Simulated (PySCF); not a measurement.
## Ti⁹⁺ (titanium, charge +9) across methods

[Ne] 3s2 3p1, 2P determinant. All numbers are calculated (PySCF 2.14, the non-relativistic Hamiltonian (point nucleus), in an uncontracted even-tempered set (18 s from 0.32 bohr⁻², ratio 2.5; 12 p from 0.42 bohr⁻², ratio 2.5; 5 d from 2.8 bohr⁻², ratio 2.7; 5 f from 4.2 bohr⁻², ratio 2.7)).

| method | E (hartree) | mean ε 3s α (eV) | mean ε 3s β (eV) | mean ε 3p α (eV) | Σ⟨r²⟩ (bohr²) | ⟨S²⟩ |
| --- | --- | --- | --- | --- | --- | --- |
| r2SCAN | -819.432 | -229.33 | -226.12 | -205.03 | 3.590 | 0.753 |
| LDA | -817.389 | -228.42 | -225.97 | -203.83 | 3.585 | 0.751 |
| BP86 | -819.557 | -228.68 | -226.12 | -204.27 | 3.577 | 0.751 |
| TPSS | -819.513 | -229.06 | -225.93 | -204.66 | 3.583 | 0.752 |
| UHF | -818.93790 | -240.59 | -234.40 | -215.39 | 3.597 | 0.755 |
| PBE | -819.254 | -228.54 | -225.85 | -204.17 | 3.582 | 0.751 |
| PBE0 | -819.301 | -231.83 | -228.36 | -207.21 | 3.584 | 0.752 |
